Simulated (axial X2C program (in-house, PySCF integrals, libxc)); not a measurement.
## Curves of BrTmBr⁺ from open-shell CI on f12 s0

Computed with an in-house all-electron X2C program for linear molecules (integrals from PySCF): two-component X2C with atomic mean-field Coulomb and Gaunt terms, basis Br dyall-v3z, Tm dyall-v3z (cores contracted in-house). Orbitals come from Hartree–Fock averaged over the configuration Tm f12 s0; CI then distributes these electrons over the f, s shells of Tm.

Scan along the symmetric stretch (R is each bond); masses Br 78.918 u, Tm 168.934 u, Br 78.918 u. Energies in cm⁻¹ from the lowest point; levels are followed by energy order within each Ω. Lowest level at 2.560 Å: 100% f12.

```csv
R (Å),(1)Ω=0,(1)Ω=1,(1)Ω=2,(1)Ω=3,(1)Ω=4,(1)Ω=5,(1)Ω=6,(2)Ω=3,(2)Ω=4
2.381,4749,4785,4910,5168,5605,6234,7000,12054,12194
2.470,1055,1094,1228,1497,1941,2571,3333,8412,8528
2.560,0,41,180,451,892,1509,2255,7385,7480
2.662,1165,1207,1347,1616,2044,2637,3355,8561,8636
2.765,4126,4169,4307,4568,4979,5543,6225,11519,11576
2.880,8844,8886,9020,9270,9658,10187,10828,16220,16263
3.021,15847,15887,16015,16248,16606,17093,17682,23193,23223
```

Fit the curves (1)Ω=0, (1)Ω=1, (1)Ω=2, (1)Ω=3, (1)Ω=4, (1)Ω=5, (1)Ω=6, (2)Ω=3, (2)Ω=4 near their minima.

From the open-shell CI curves, Te from the lowest:

```
 level  Te (cm⁻¹)  Re (Å)  ωe (cm⁻¹)
(1)Ω=0          0   2.558      228.2
(1)Ω=1         41   2.558      228.2
(1)Ω=2        179   2.558      228.0
(1)Ω=3        451   2.558      227.7
(1)Ω=4        892   2.558      227.2
(1)Ω=5       1509   2.559      226.4
(1)Ω=6       2256   2.560      225.5
(2)Ω=3       7384   2.557      227.5
(2)Ω=4       7480   2.558      227.3
```

Without dynamic correlation distances can be off by several hundredths of an Å (long for ionic bonds, short for multiple bonds) and the wavenumbers are rough.

The 9 lowest curves are shown; the next is (2)Ω=2, from 7516 cm⁻¹.

There is no dynamic correlation: spin–orbit spacings and, for f shells, spacings inside one term are the most reliable numbers, splittings between terms come out too wide, and energies between configurations are not reliable, so the lowest level need not be the ground state of the molecule. At most 4 roots were kept for each Ω > 0 (twice that for Ω = 0) within 2.2 eV of the lowest, so higher up levels can be missing between those listed; levels with Ω > 0 are doubly degenerate and listed once, Ω = 0 levels singly. States that fill the shells left empty in the average are placed too high. The molecule was held linear; bending was not examined.
